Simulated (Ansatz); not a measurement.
Consider the redistribution: `[OH][Ti]([OH])([F])[I]` + `[F][GaH][F]` → `[OH][Ti]([OH])([F])[F]` + `[F][GaH][I]`.

Calculated with Ansatz (gas phase, PBE0-D4/def2-TZVP geometries, no zero-point term in ΔE). CCSD(T)/CBS is the MP2 limit (def2-TZVPP, def2-QZVPP) plus CCSD(T) − MP2 in def2-TZVPP, frozen cores. DFT in def2-TZVPP. B3LYP here is the variant with VWN-RPA as its local correlation; programs differ in this. HSE06 is defined as in plane-wave codes. Elements past krypton have def2 core potentials. For Ga, I, Ti outer-core shells are correlated without core-valence functions, which leaves a few kJ/mol of doubt a bond. Scalar relativity is left out up to krypton. One conformer a species, not always the lowest.

`[OH][Ti]([OH])([F])[I]`:

```xyz
7

O     1.398   -0.251   -0.455
Ti   -0.285    0.192   -0.171
O    -0.604    0.243    1.570
F    -0.654    1.744   -0.893
I    -1.781   -1.609   -1.271
H     2.090   -0.182   -1.113
H    -0.163   -0.136    2.333
```

`[F][GaH][F]`:

```xyz
4

F    -0.943    1.349   -0.362
Ga    0.021   -0.071   -0.072
F     0.591   -0.146    1.571
H     0.331   -1.132   -1.138
```

`[OH][Ti]([OH])([F])[F]`:

```xyz
7

O    -1.640   -0.012   -0.050
Ti    0.128   -0.184   -0.120
O     0.839    1.161    0.801
F     0.632   -1.732    0.547
F     0.692   -0.165   -1.787
H    -2.382   -0.507   -0.403
H     1.732    1.439    1.011
```

`[F][GaH][I]`:

Z-matrix (Å, degrees):
```
Ga
F 1 1.748
I 1 2.462 2 114.0
H 1 1.548 2 119.0 3 -180.0
```

Problem. Is it downhill or uphill in electronic energy at CCSD(T)/CBS, and by how much? (Estimate.)

Solution. The calculation gave: Downhill: ΔE = -61.0 kJ/mol.

Problem. What do these levels give: revPBE-D4, ωB97M-V, PBE, r2SCAN, B3LYP, r2SCANh, HSE06, RPA@PBE/def2-TZVPP, CCSD(T)/def2-SVP, CCSD/def2-TZVPP, SCS-MP2/def2-QZVPP, CCSD/CBS(def2)? (Best estimate.)

Solution. The calculation gave: revPBE-D4 -67.5, ωB97M-V -70.2, PBE -70.0, r2SCAN -67.0, B3LYP -69.9, r2SCANh -67.6, HSE06 -70.5, RPA@PBE/def2-TZVPP -57.8, CCSD(T)/def2-SVP -60.2, CCSD/def2-TZVPP -66.9, SCS-MP2/def2-QZVPP -54.3, CCSD/CBS(def2) -69.3 kJ/mol.

Largest T1 diagnostic among the species: 0.023, so the coupled-cluster value is less sure than usual.

The D4 term adds +3.2 kJ/mol with B3LYP and +1.8 kJ/mol with PBE0; it sums over pairs of atoms, weighted by their polarisabilities, and B3LYP, whose exchange is more repulsive, gets the larger term. Leaving LDA and LC-ωPBE aside and taking each functional with its dispersion term where it has one, the values, not all of them listed here, spread over 12.8 kJ/mol, from ωB97X-V to B2PLYP.
